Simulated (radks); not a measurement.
Kinetic energies: the exact non-interacting value of the Kohn-Sham orbitals and orbital-free approximations, as 100 (|E| - |E exact|)/|E exact|, negative where the magnitude is too small. Species: Al2+ [Ne] 3s1; Rb [Kr] 5s1. All-electron calculation, non-relativistic Kohn-Sham, r2SCAN, spin-polarised, spherical densities, point nucleus; meta-GGA in the generalised Kohn-Sham scheme. Program: a radial shooting solver on a logarithmic mesh with Libxc functionals. Every spin shell is full or empty, so the densities are truly spherical. Functionals are evaluated on that one density, not self-consistently.

functional          Al2+       Rb
exact (hartree)  241.091  2938.53
Thomas-Fermi       -7.67    -5.80
von Weizsacker    -34.95   -54.05
TF + vW           +57.38   +40.15
TF + vW/5          +5.34    +3.39
LC94               +0.19    +0.07
APBEK              +0.32    +0.14
revAPBEK           +0.73    +0.35
Perdew 92          -0.43    -0.68
Pearson            -1.80    -1.02
LKT               +33.50   +21.59
DePristo-Kress     +0.08    -0.05
